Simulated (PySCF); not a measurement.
# Relaxation of doublet Cu₃

These are results of UB3LYP in PySCF with Cu def2-TZVP; no relativity; density-fitted integrals, not measurements. A (50,194) grid was used.

A start displaced from a saddle point along its imaginary mode, of Cs symmetry, held to at least that symmetry:

```xyz
3
charge 0 multiplicity 2, angstrom
Cu    0.5162   -1.0373    0.0000
Cu   -1.4760   -0.2309    0.0000
Cu    0.9597    1.2682    0.0000
```

(1) What forces act on the atoms at the start (eV/Å)?

(2) What does it relax to?

(3) How much energy is released, and in how many steps?

Answers

(1) 
```csv
atom,Fx,Fy,Fz
Cu1,1.45,-0.70,0.00
Cu2,-1.39,0.65,0.00
Cu3,-0.05,0.05,0.00
```

(2) It ends at C2v with Cu–Cu 2.348 Å (×2), Cu–Cu 2.696 Å; Cu–Cu–Cu 55.0° (×2), Cu–Cu–Cu 70.1° (after a last refinement on a finer grid). A frequency run shows a minimum. Other isomers or separated fragments may lie lower.

(3) 13.8 kJ/mol in 12 steps.

Open d and f shells are described by one determinant, and the ground state may have another occupation or spin.
